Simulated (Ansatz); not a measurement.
Basis-set series for FH₂InS, SMILES `[F][InH][SH]`. Total charge 0; spin multiplicity 1. In takes the def2 core potential. Geometry: relaxed with PBE0-D4/def2-TZVP. It is one conformer, not always the lowest.

```
functional       basis  functions  energy (Eh)  HOMO (eV)  LUMO (eV)
   PBE0-D4  def2-TZVPP        151   -689.25458      -7.88      -1.55
   PBE0-D4  def2-QZVPP        269   -689.27459      -7.91      -1.59
   ωB97M-V  def2-TZVPP        151   -689.38561     -10.06      -0.05
   ωB97M-V  def2-QZVPP        269   -689.40484     -10.10      -0.13
```

Task: Give the rows for def2-SVP. (An estimate is asked.)

Result: Computed: 
```json
{"functional": "PBE0-D4", "basis": "def2-SVP", "functions": "68", "energy (Eh)": "-688.97539", "HOMO (eV)": "-7.75", "LUMO (eV)": "-1.40"}
{"functional": "ωB97M-V", "basis": "def2-SVP", "functions": "68", "energy (Eh)": "-689.10356", "HOMO (eV)": "-9.89", "LUMO (eV)": "0.23"}
```
